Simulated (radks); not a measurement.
Problem. Valence configurations of Os (all share [Xe]). All-electron calculation, scalar-relativistic Kohn-Sham, PBE, spin-polarised, spherical densities, finite nucleus; open shells are filled with parallel spins first (spin-orbit coupling, left out, can overturn this in heavy ions); Fermi nuclear charge, rms radius 5.4126 fm. Program: a radial shooting solver on a logarithmic mesh with Libxc functionals. Order these by energy: 4f14 5d7 6s1; 4f13 5d7 6s2; 4f13.5 5d6.5 6p2; 4f14 5d6.5 6s1.5; 4f13.5 5d6 6s2 6p0.5; 4f14 5d6 6s2; 4f14 5d6 6s1 6p1; 4f13.5 5d6.5 6s2; 4f13.5 5d7 6p1.5; 4f14 5d8.

Solution. From the lowest, in eV above it: 4f14 5d6 6s2 0.000; 4f14 5d6.5 6s1.5 0.330; 4f14 5d7 6s1 0.753; 4f14 5d8 3.255; 4f14 5d6 6s1 6p1 3.407; 4f13.5 5d6.5 6s2 24.413; 4f13.5 5d6 6s2 6p0.5 26.616; 4f13.5 5d7 6p1.5 31.523; 4f13.5 5d6.5 6p2 33.784; 4f13 5d7 6s2 50.883. NIST lists [Xe] 4f14 5d6 6s2 as the ground configuration; this level of theory agrees among the configurations tried. The energies are those of spherical high-spin densities, not of single terms.
